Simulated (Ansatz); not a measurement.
Relaxation of C₂H₉ISi₂ (14 atoms, charge 0, multiplicity 1), to a largest force component of 0.015 eV/Å in at most 40 steps.

The calculation used Ansatz 0.2.0, RKS PBE-D4/def2-SVP.

```xyz
14
Properties=species:S:1:pos:R:3:forces:R:3
Si -0.413 -1.097 1.596 -1.45 1.22 0.51
C 0.991 -0.319 0.727 0.17 0.72 0.03
Si 0.508 -0.050 -1.059 2.85 -1.05 -0.23
C -0.712 1.216 -1.377 -1.61 3.38 2.46
I -1.156 1.417 -3.402 -0.31 0.13 -1.20
H -1.638 -0.134 1.499 0.50 -0.52 0.05
H -0.802 -2.363 1.002 -0.21 -0.88 -0.39
H -0.110 -1.246 3.013 0.09 -0.26 0.95
H 1.857 -0.974 0.840 0.50 -0.43 -0.32
H 1.295 0.625 1.228 -0.18 0.11 -0.04
H 0.121 -1.346 -1.628 -0.39 -0.59 -0.24
H 1.791 0.339 -1.767 -0.18 0.06 -0.12
H -1.674 1.094 -0.780 0.58 -0.18 -0.64
H -0.347 2.270 -0.963 -0.36 -1.71 -0.84
```

**Question.** Where does it end, and by what steps?

**Answer.** It converged. The force dipped under the threshold on the way, but the program's further checks kept it going. After 13 steps the energy has fallen by 0.575 eV; H13 moved furthest, 0.31 Å.

| step | energy less start (eV) | largest force component (eV/Å) | accepted |
| --- | --- | --- | --- |
| 0 | 0.0000 | 3.382 | yes |
| 1 | -0.4946 | 1.316 | yes |
| 2 | -0.4955 | 0.918 | yes |
| 3 | -0.5682 | 0.210 | yes |
| 4 | -0.5729 | 0.034 | yes |
| 5 | -0.5741 | 0.016 | yes |
| 6 | -0.5732 | 0.078 | no |
| 7 | -0.5744 | 0.004 | yes |
| 8 | -0.5747 | 0.014 | yes |
| 9 | -0.5748 | 0.014 | yes |
| 10 | -0.5751 | 0.017 | yes |
| 11 | -0.5752 | 0.029 | yes |
| 12 | -0.5753 | 0.024 | yes |
| 13 | -0.5754 | 0.014 | yes |

```xyz
14
Properties=species:S:1:pos:R:3
Si -0.476 -1.011 1.707
C 0.993 -0.358 0.705
Si 0.658 -0.059 -1.138
C -0.755 1.195 -1.345
I -1.117 1.591 -3.458
H -1.602 -0.010 1.702
H -0.986 -2.295 1.106
H -0.085 -1.272 3.138
H 1.826 -1.090 0.786
H 1.354 0.587 1.166
H 0.258 -1.347 -1.803
H 1.885 0.488 -1.814
H -1.717 0.832 -0.936
H -0.525 2.177 -0.888
```

Run time: 53 s on 2 threads of Arm Neoverse V1, on a shared host, peak memory 0.19 GiB.
